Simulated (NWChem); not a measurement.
Everything below was run with NWChem. System: H5Cl2NSi2, charge 0, spin multiplicity 1, at a geometry optimised with B3LYP/def2-SVP. The structure started from a generated list of species. Level: RHF/def2-SVP.

The NWChem input:

```
start mol
memory heap 200 mb stack 800 mb global 1000 mb
geometry units angstroms nocenter noautoz noautosym
  N     -1.733222    -1.324485    -0.262366
  Si    -0.967538     0.212924    -0.318682
  Cl    -1.743938     1.655048     1.021421
  Si     1.276756     0.043885     0.349075
  Cl     2.328731    -1.215284    -0.949779
  H     -2.621361    -1.476192    -0.732732
  H     -1.637026    -1.933813     0.544655
  H     -1.169089     0.757914    -1.685059
  H      1.932356     1.380087     0.342684
  H      1.357154    -0.527925     1.723597
end
basis spherical
  * library def2-svp
end
scf
  rhf
  nopen 0
  maxiter 100
  thresh 1e-7
  semidirect memsize 60000000 filesize 0
end
task scf energy
```

Output (cleaned and shortened):

```
             Northwest Computational Chemistry Package (NWChem) 7.3.0
             --------------------------------------------------------

                                NWChem Input Module
                                -------------------

 Scaling coordinates for geometry "geometry" by  1.889725989
 (inverse scale =  0.529177249)

                             Geometry "geometry" -> ""
                             -------------------------

 Output coordinates in angstroms (scale by  1.889725989 to convert to a.u.)

  No.       Tag          Charge          X              Y              Z
 ---- ---------------- ---------- -------------- -------------- --------------
    1 N                    7.0000    -1.73322200    -1.32448500    -0.26236600
    2 Si                  14.0000    -0.96753800     0.21292400    -0.31868200
    3 Cl                  17.0000    -1.74393800     1.65504800     1.02142100
    4 Si                  14.0000     1.27675600     0.04388500     0.34907500
    5 Cl                  17.0000     2.32873100    -1.21528400    -0.94977900
    6 H                    1.0000    -2.62136100    -1.47619200    -0.73273200
    7 H                    1.0000    -1.63702600    -1.93381300     0.54465500
    8 H                    1.0000    -1.16908900     0.75791400    -1.68505900
    9 H                    1.0000     1.93235600     1.38008700     0.34268400
   10 H                    1.0000     1.35715400    -0.52792500     1.72359700

 Effective nuclear repulsion energy (a.u.)     412.2871630595

            Nuclear Dipole moment (a.u.)
            ----------------------------
        X                 Y               Z
 ---------------- ---------------- ----------------
     0.0000245664    -0.0000188973    -0.0000018897


 Summary of "ao basis" -> "" (spherical)
 ------------------------------------------------------------------------------
       Tag                 Description            Shells   Functions and Types
 ---------------- ------------------------------  ------  ---------------------
 *                          def2-svp                  on all atoms

 Summary of "ao basis" -> "ao basis" (spherical)
 ------------------------------------------------------------------------------
       Tag                 Description            Shells   Functions and Types
 ---------------- ------------------------------  ------  ---------------------
 N                          def2-svp                 6       14   3s2p1d
 Si                         def2-svp                 8       18   4s3p1d
 Cl                         def2-svp                 8       18   4s3p1d
 H                          def2-svp                 3        5   2s1p

                                 NWChem SCF Module
                                 -----------------

  ao basis        = "ao basis"
  functions       =   111
  atoms           =    10
  closed shells   =    37
  open shells     =     0
  charge          =   0.00
  wavefunction    = RHF
  use symmetry    = F
  symmetry adapt  = F

 Summary of "ao basis" -> "ao basis" (spherical)
 ------------------------------------------------------------------------------
       Tag                 Description            Shells   Functions and Types
 ---------------- ------------------------------  ------  ---------------------
 N                          def2-svp                 6       14   3s2p1d
 Si                         def2-svp                 8       18   4s3p1d
 Cl                         def2-svp                 8       18   4s3p1d
[...]
              1
    1 -104.7840
    2 -104.7778
    3  -68.8133
    4  -68.7997
    5  -15.5646
    6  -10.5477
    7  -10.5414
    8   -8.0222
    9   -8.0197
   10   -8.0197
   11   -8.0158
   12   -8.0136
   13   -8.0135
   14   -6.1793
   15   -6.1700
   16   -4.2903
   17   -4.2893
   18   -4.2890
   19   -4.2807
   20   -4.2792
   21   -4.2791
   22   -1.1438
   23   -1.0872
   24   -1.0782
   25   -0.7534
   26   -0.6935
   27   -0.6736
   28   -0.5757
   29   -0.5354
   30   -0.5242
   31   -0.5171
   32   -0.5021
   33   -0.4685
   34   -0.4548
   35   -0.4468
   36   -0.4287
   37   -0.3958
   38    0.1166
   39    0.1206
   40    0.1794
   41    0.1813
   42    0.2014
   43    0.2089
   44    0.2293
   45    0.2471
   46    0.2628
   47    0.3270

                       ROHF Final Molecular Orbital Analysis
                       -------------------------------------

 Vector   35  Occ=2.000000D+00  E=-4.467805D-01
              MO Center=  1.9D+00, -6.7D-01, -3.6D-01, r^2= 3.6D+00
   Bfn.  Coefficient  Atom+Function         Bfn.  Coefficient  Atom+Function
  ----- ------------  ---------------      ----- ------------  ---------------
    80      0.449127   5 Cl py               81     -0.323361   5 Cl pz
    77      0.309005   5 Cl py               78     -0.221971   5 Cl pz
   102     -0.185192   9 H  s               107      0.185851  10 H  s
    74      0.179828   5 Cl py              108      0.154999  10 H  s
   103     -0.150420   9 H  s

 Vector   36  Occ=2.000000D+00  E=-4.287423D-01
              MO Center= -1.6D+00, -4.2D-01,  4.8D-02, r^2= 3.6D+00
   Bfn.  Coefficient  Atom+Function         Bfn.  Coefficient  Atom+Function
  ----- ------------  ---------------      ----- ------------  ---------------
     6      0.298161   1 N  pz               44     -0.297502   3 Cl py
     5      0.264148   1 N  py                9     -0.261476   1 N  pz
     4     -0.245761   1 N  px                8     -0.235842   1 N  py
     7      0.226305   1 N  px               43     -0.211260   3 Cl px
    41     -0.203976   3 Cl py

 Vector   37  Occ=2.000000D+00  E=-3.958039D-01
              MO Center=  1.1D-01,  1.5D-01,  4.1D-02, r^2= 5.1D+00
   Bfn.  Coefficient  Atom+Function         Bfn.  Coefficient  Atom+Function
  ----- ------------  ---------------      ----- ------------  ---------------
    79     -0.302059   5 Cl px               43      0.298690   3 Cl px
    58      0.234043   4 Si px               22     -0.214952   2 Si px
    76     -0.189653   5 Cl px               40      0.185697   3 Cl px
    44     -0.169611   3 Cl py

 Vector   38  Occ=0.000000D+00  E= 1.165534D-01
              MO Center=  2.6D-01,  1.0D-01,  8.5D-02, r^2= 4.9D+00
   Bfn.  Coefficient  Atom+Function         Bfn.  Coefficient  Atom+Function
  ----- ------------  ---------------      ----- ------------  ---------------
    63      0.741882   4 Si pz               61     -0.584917   4 Si px
   108     -0.567654  10 H  s                25     -0.456804   2 Si px
     3     -0.443623   1 N  s                27      0.440050   2 Si pz
    98      0.393242   8 H  s                72      0.378530   5 Cl s
    80      0.298392   5 Cl py               88      0.238769   6 H  s

 Vector   39  Occ=0.000000D+00  E= 1.205507D-01
              MO Center= -1.3D-01, -2.9D-01,  6.3D-02, r^2= 5.7D+00
   Bfn.  Coefficient  Atom+Function         Bfn.  Coefficient  Atom+Function
  ----- ------------  ---------------      ----- ------------  ---------------
     3      0.911217   1 N  s                62      0.769442   4 Si py
    26      0.573115   2 Si py              103     -0.533105   9 H  s
    88     -0.401861   6 H  s                93     -0.377156   7 H  s
    72      0.327710   5 Cl s               108      0.266288  10 H  s
    25      0.234122   2 Si px               98     -0.231691   8 H  s

 Vector   40  Occ=0.000000D+00  E= 1.793900D-01
              MO Center=  2.5D-01,  3.1D-02,  7.4D-02, r^2= 6.1D+00
   Bfn.  Coefficient  Atom+Function         Bfn.  Coefficient  Atom+Function
  ----- ------------  ---------------      ----- ------------  ---------------
    18      1.465046   2 Si s                61      1.261900   4 Si px
    54     -1.201524   4 Si s                25      1.062103   2 Si px
     3     -0.482739   1 N  s                88      0.472175   6 H  s
    17      0.468640   2 Si s                53     -0.400536   4 Si s
    63      0.401708   4 Si pz               98     -0.373440   8 H  s

 center of mass
 --------------
 x =   0.03488313 y =   0.02870957 z =  -0.00161328

 moments of inertia (a.u.)
 ------------------
         943.069642816534         585.021647777222         378.963409230848
         585.021647777222        1815.808568384186        -361.309333987706
         378.963409230848        -361.309333987706        2172.823637226356

  Mulliken analysis of the total density
  --------------------------------------

    Atom       Charge   Shell Charges
 -----------   ------   -------------------------------------------------------
    1 N    7     7.54   1.99  0.94  0.51  2.41  1.68  0.01
    2 Si  14    13.26   2.00  1.99  0.97  0.05  5.94  1.16  0.82  0.34
    3 Cl  17    17.40   2.00  1.99  1.19  0.78  5.94  2.09  3.39  0.02
    4 Si  14    13.42   2.00  1.99  1.00  0.11  5.94  1.21  0.92  0.24
    5 Cl  17    17.36   2.00  1.99  1.19  0.77  5.94  2.09  3.36  0.02
    6 H    1     0.83   0.69  0.09  0.05
    7 H    1     0.84   0.70  0.09  0.05
    8 H    1     1.12   0.75  0.36  0.01
    9 H    1     1.11   0.74  0.36  0.01
   10 H    1     1.12   0.74  0.37  0.01

       Multipole analysis of the density wrt the origin
       ------------------------------------------------

     L   x y z        total         open         nuclear
     -   - - -        -----         ----         -------
     0   0 0 0     -0.000000      0.000000     74.000000

     1   1 0 0     -0.575327      0.000000      0.000025
     1   0 1 0     -0.442542      0.000000     -0.000019
     1   0 0 1      0.077980      0.000000     -0.000002

     2   2 0 0    -45.379997      0.000000    776.145706
     2   1 1 0      5.775037      0.000000   -268.219242
     2   1 0 1      2.994230      0.000000   -171.919299
     2   0 2 0    -46.130753      0.000000    333.150794
     2   0 1 1     -2.884989      0.000000    172.739689
     2   0 0 2    -45.485332      0.000000    155.135171

 Task  times  cpu:        5.6s     wall:        5.6s

 Total times  cpu:        5.6s     wall:        5.6s
```
